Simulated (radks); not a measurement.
Values are calculated unless marked as measured or tabulated.
Ionisation of Sm3+, [Xe] 4f5, to Sm4+, [Xe] 4f4, under several functionals. Scalar-relativistic Kohn-Sham, spin-unpolarised, spherical densities, finite nucleus; a radial shooting solver on a logarithmic mesh with Libxc functionals.

| functional | E(Sm3+) (hartree) | Exc (hartree) | IE (eV) | -e(HOMO) (eV) | <r> HOMO (bohr) | IE error (eV) |
|---|---|---|---|---|---|---|
| exchange-only LDA | -10411.7996 | -220.9535 | 40.492 | 30.981 | 0.9086 | -1.148 |
| exchange-only PBE | -10421.6522 | -230.8499 | 40.554 | 31.047 | 0.9091 | -1.086 |
| exchange-only r2SCAN | -10422.7427 | -231.3110 | 39.920 | 30.383 | 0.9066 | -1.720 |
| Wu-Cohen GGA | -10424.1027 | -233.3440 | 42.047 | 32.477 | 0.9052 | +0.407 |
| HCTH/407 | -10431.2563 | -240.7841 | 43.120 | 33.429 | 0.8947 | +1.480 |
| B86b exchange with PBE correlation | -10425.9775 | -235.2267 | 42.005 | 32.441 | 0.9055 | +0.365 |
| SCAN | -10426.7026 | -235.3676 | 41.484 | 31.934 | 0.9049 | -0.156 |
| AM05 | -10418.0962 | -227.3225 | 42.088 | 32.511 | 0.9045 | +0.448 |
| XLYP | -10426.5516 | -235.7876 | 41.818 | 32.269 | 0.9067 | +0.178 |
| BP86 | -10426.5501 | -235.8019 | 42.094 | 32.527 | 0.9051 | +0.454 |
| r2SCAN | -10426.1582 | -234.7685 | 41.543 | 31.963 | 0.9041 | -0.097 |
| LDA (Slater exchange, Perdew-Zunger correlation) | -10417.7899 | -227.0092 | 42.330 | 32.754 | 0.9043 | +0.690 |

NIST Atomic Spectra Database: 41.6 eV (semi-empirical). Closest: r2SCAN. The Delta-SCF values span 3.20 eV, the total energies 19.46 hartree. The highest occupied level is 4f. Spin polarisation and multiplet splitting are left out, so open shells lie too high by an amount that depends on their filling. Spin-orbit splitting is averaged out at the scalar-relativistic level.

Beside tabulated values, note that spin-unpolarised runs miss the spin-polarisation part of the exchange energy of open shells.
